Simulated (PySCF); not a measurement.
## Field gradients at the hydrogen positions

C3H7ClSi2.
Geometry (GFN2-xTB, Å), atoms numbered from 1 in this order:
```
atom  x, y, z in Å
Cl1   -1.7839    0.7958    1.8558
C2    -1.3073    0.3490    0.1642
C3    -0.8934   -1.0825    0.2048
C4     0.3703   -1.4776    0.0827
Si5    1.7091   -0.1814   -0.2257
Si6    0.1376    1.5026   -0.4059
H7    -2.2263    0.4649   -0.4121
H8    -1.6911   -1.7943    0.3913
H9     0.5978   -2.5318    0.1558
H10    2.6575   -0.1477    0.8934
H11    2.4730   -0.5369   -1.4279
H12   -0.2057    1.9638   -1.7587
H13    0.1580    2.6765    0.4645
```

Level: PBE0/pcSseg-1 (PySCF, non-relativistic); Q(2H) = 0.00286 b; rigid geometry, the same for H and D, with no vibrational averaging.

Question: Rank these positions by the coupling χzz of a deuteron there, largest first.
A. H8 (vinylic hydrogen)
B. H10 (Si–H hydrogen)
C. H9 (vinylic hydrogen)
D. H7 (methine hydrogen)

Answer: C (223 kHz), A (213 kHz), D (203 kHz), B (108 kHz).

Tabulate Vzz, the asymmetry η and χzz = 234.96 MHz × Q × Vzz for every hydrogen position.

```
atom  bonded to  bond length (Å)  Vzz (au)     η  χzz (kHz)
  H7         C2            1.091    0.3028  0.05        203
  H8         C3            1.085    0.3163  0.05        213
  H9         C4            1.081    0.3318  0.03        223
 H10        Si5            1.467    0.1613  0.01        108
 H11        Si5            1.468    0.1611  0.01        108
 H12        Si6            1.470    0.1599  0.03        107
 H13        Si6            1.462    0.1647  0.02        111
```

Average by the element that carries the hydrogen.

on C: 213 kHz over 3 positions, mean bond length 1.086 Å; on Si: 109 kHz over 4 positions, mean bond length 1.467 Å.

Isolated species at its GFN2-xTB geometry (one conformer only). GFN2-xTB bond lengths can be off by several hundredths of an ångström, more for odd bonds, and the gradients follow them. A larger basis could move these couplings by a tenth or more.
